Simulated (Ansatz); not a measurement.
Q: Name a neutral molecule of C, F, N, O, Sn and H with HOMO energy (B3LYP/def2-TZVPP) between -7.85 and -7.55 eV and size of the dipole moment (ωB97M-V/def2-TZVPP) between 2.10 and 2.40 D (Ansatz, PBE0-D4/def2-TZVP geometry).

A: `C[O][SnH]([NH2])[F]` (-7.58 eV, 2.24 D). Other molecules can fit too; these were computed, each in one conformer that needn't be the lowest.

B3LYP here is the variant with VWN-RPA as its local correlation; programs differ in this.
